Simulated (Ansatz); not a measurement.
Consider the ligand exchange at the Si–N bond: `F[SiH2][NH][AlH2]` + `C=C(S)S` → `C=C(S)S[SiH2]F` + `[NH2][AlH2]`.

Isolated molecules relaxed with PBE0-D4/def2-TZVP in Ansatz; ΔE leaves out vibrations. CCSD(T)/CBS is the MP2 limit (def2-TZVPP, def2-QZVPP) plus CCSD(T) − MP2 in def2-TZVPP, frozen cores. This one scheme is used for every species. Each species was taken in one conformer, which may not be the lowest.

| species | MP2/CBS(def2) energy (Eh) |
| --- | --- |
| `F[SiH2][NH][AlH2]` | -688.65987 |
| `C=C(S)S` | -873.94890 |
| `C=C(S)S[SiH2]F` | -1263.49395 |
| `[NH2][AlH2]` | -299.11085 |

(1) Work out ΔE.

Largest T1 diagnostic among the species: 0.013.

## Answers

(1) ΔE = (-1263.49395) + (-299.11085) − (-688.65987) − (-873.94890) = 0.00397 Eh = +2.5 kcal/mol. CCSD(T)/CBS gives +3.2 kcal/mol.

From PBE to PBE0 (25 % exact exchange), in def2-TZVPP and without D4, ΔE moves by +0.8 kcal/mol. The D4 term adds −1.7 kcal/mol with B3LYP and −1.0 kcal/mol with PBE0; it sums over pairs of atoms, weighted by their polarisabilities, and B3LYP, whose exchange is more repulsive, gets the larger term.

B3LYP here is the variant with VWN-RPA as its local correlation; programs differ in this.
